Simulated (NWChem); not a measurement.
# H₂TeO; SMILES O[TeH]

All runs: NWChem. def2 effective core potentials on Te; no spin-orbit coupling. B3LYP is NWChem's, with the RPA form of VWN correlation. Each level has its own optimisation; frequencies are unscaled.

```csv
level,r H–Te (Å),r O–Te (Å),r H–O (Å),highest harmonic frequency (cm⁻¹),lowest (cm⁻¹),zero-point energy (kcal/mol)
"B3LYP/3-21G (all-electron, non-relativistic)",1.718,2.035,1.001,3415,453,11.7
"Hartree-Fock/STO-3G (all-electron, non-relativistic)",?,?,?,?,?,?
BLYP/def2-SVP (core potentials),1.705,2.047,0.981,3629,408,11.7
PBE-D3(BJ)/def2-SVP (core potentials),1.695,2.030,0.979,3681,414,11.9
```

### Question
Some entries are withheld; supply them.

### Answer

- Hartree-Fock/STO-3G (all-electron, non-relativistic), r H–Te (Å): 1.627
- Hartree-Fock/STO-3G (all-electron, non-relativistic), r O–Te (Å): 2.010
- Hartree-Fock/STO-3G (all-electron, non-relativistic), r H–O (Å): 0.992
- Hartree-Fock/STO-3G (all-electron, non-relativistic), highest harmonic frequency (cm⁻¹): 4221
- Hartree-Fock/STO-3G (all-electron, non-relativistic), lowest (cm⁻¹): 279
- Hartree-Fock/STO-3G (all-electron, non-relativistic), zero-point energy (kcal/mol): 14.3
